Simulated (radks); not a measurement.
Values are calculated unless marked as measured or tabulated.
Ionisation of Ge, [Ar] 3d10 4s2 4p2, to Ge+, [Ar] 3d10 4s2 4p1, under several functionals. Scalar-relativistic Kohn-Sham, spin-unpolarised, spherical densities, finite nucleus; a radial shooting solver on a logarithmic mesh with Libxc functionals.

functional                                        E(Ge) (hartree)  Exc (hartree)  IE (eV)  -e(HOMO) (eV)  <r> HOMO (bohr)  IE error (eV)
revPBE                                                -2098.98102      -79.66161    7.391          3.851            2.901         -0.509
TASK exchange with Perdew-Wang LDA correlation        -2098.48663      -79.12278    7.458          3.972            2.770         -0.442
LDA (Slater exchange, Perdew-Zunger correlation)      -2095.88369      -76.51297    7.636          4.052            2.879         -0.263
exchange-only B88                                     -2097.69102      -78.33783    6.710          3.213            2.976         -1.190
XLYP                                                  -2099.53215      -80.21226    7.391          3.817            2.923         -0.509
r2SCAN                                                -2099.16150      -79.81321    7.483          3.957            2.854         -0.417

NIST Atomic Spectra Database: 7.899 eV (measured). Closest: LDA (Slater exchange, Perdew-Zunger correlation). The Delta-SCF values span 0.93 eV, the total energies 3.65 hartree. The highest occupied level is 4p. Spin polarisation and multiplet splitting are left out, so open shells lie too high by an amount that depends on their filling.

Beside tabulated values, note that spin-unpolarised runs miss the spin-polarisation part of the exchange energy of open shells.
